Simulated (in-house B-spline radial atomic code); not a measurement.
Configurations of neutral krypton, with energies counted from [Ar] 3d10 4s2 4p6. All numbers are computed (non-relativistic HSE06, spin-polarised, spherical fractional occupations, exact exchange averaged over the configuration; point nucleus) with a B-spline radial code for spherical atoms, not measured. Shells without spins written out take the highest spin.

Occupations are held fixed; configurations that lie above the ionisation limit could autoionise.

```json
{"configuration": "[Ar] 3d10 4s2 4p5 5s1", "E - E(ref) (eV)": "10.08", "highest orbital": "5s up", "its <r> (bohr)": "5.422"}
{"configuration": "[Ar] 3d10 4s2 4p5 4d1", "E - E(ref) (eV)": "12.129", "highest orbital": "4d up", "its <r> (bohr)": "7.385"}
{"configuration": "[Ar] 3d10 4s2 4p5 5d1", "E - E(ref) (eV)": "12.828", "highest orbital": "5d up", "its <r> (bohr)": "14.27"}
{"configuration": "[Ar] 3d10 4s2 4p5 5f1", "E - E(ref) (eV)": "13.466", "highest orbital": "5f up", "its <r> (bohr)": "28.55"}
{"configuration": "[Ar] 3d10 4s1 4p6 5d1", "E - E(ref) (eV)": "27.153", "highest orbital": "5d up", "its <r> (bohr)": "14.01"}
{"configuration": "[Ar] 3d10 4s1 4p6 4f1", "E - E(ref) (eV)": "27.514", "highest orbital": "4f up", "its <r> (bohr)": "16.82"}
```

**Question.** Order these further configurations by energy, lowest first.
A. [Ar] 3d9 4s2 4p6 5f1
B. [Ar] 3d10 4s1 4p6 5s1
C. [Ar] 3d9 4s2 4p6 4f1
D. [Ne] 3s2 3p5 3d10 4s2 4p6 4d1
E. [Ar] 3d9 4s2 4p6 5p1

**Answer.** B (24.384 eV), E (92.834 eV), C (94.57 eV), A (94.865 eV), D (206.68 eV).

**Question.** How far above the reference does [Ar] 3d10 4s2 4p5 4f1 lie?

**Answer.** 13.171 eV; its least bound orbital is 4f up with <r> = 16.82 bohr.
